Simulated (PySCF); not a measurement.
B(Br)3 anion (BBr3), SMILES BrB(Br)Br (connectivity only; charge and spin as stated), charge -1, multiplicity 2.

The structure is a stationary point at B3LYP-D3(BJ)/def2-SVPD. The spin state was assumed, not searched. The isomer is the one that the SMILES or the coordinates give; other isomers of the formula were not compared.

Computed with PySCF with r2SCAN/def2-SVPD.

The molecule is in vacuum. A positive occupied level means that this level leaves the electron formally unbound; only the finite basis holds it.

Computed frontier levels, dipole moment and polarisability:
```
Item                                                                 Value
------------------------------------------------  ------------------------
α spin, highest occupied and lowest empty level           0.40 and 3.50 eV
β spin, highest occupied and lowest empty level          -2.31 and 3.05 eV
dipole moment about the centre of nuclear charge                    0.56 D
mean static polarisability                          103.9 bohr³ (15.40 Å³)
polarisability, principal values                  82.2, 114.8, 114.8 bohr³
⟨S²⟩                                               0.755 (pure state 0.75)
```
